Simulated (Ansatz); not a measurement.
Job for Ansatz (a program for electronic structure): U-SVWN5/def2-TZVPP on ClIn (SMILES [Cl][In]), 2S+1 = 1, a spin state set in the input, which need not be the lowest. Elements past Kr take the def2 small-core potentials; no spin–orbit coupling.

Ansatz 0.2 input:
```yaml
crystal:
  periodic: [false, false, false]
  atoms:
    - {symbol: Cl, position_ang: [-0.00000000, -0.00000000, -1.81227113]}
    - {symbol: In, position_ang: [0.00000000, 0.00000000, 0.62874713]}
basis:
  gaussian:
    orbitals: def2-TZVPP
hamiltonian:
  xc: {name: SVWN5}
magnetization: {spin_polarized: true, initial_magnetization: 0}
```

The head of its log:

```
WARN ansatz: RAYON_NUM_THREADS=2 ignored (pool sized by the plan → 2); use --threads N
Functional definition: SVWN5
integrals: 0.02 GiB planned
682 factors; their error is unknown
mean field: 0.25 GiB planned
mean field evaluation 1: about -17648.9144 eV, gradient 1.7e1 eV
mean field evaluation 2: about -17626.0482 eV, gradient 6.5e1 eV
```

### Question
Predict the final total energy.

### Answer
-648.6394 hartree.
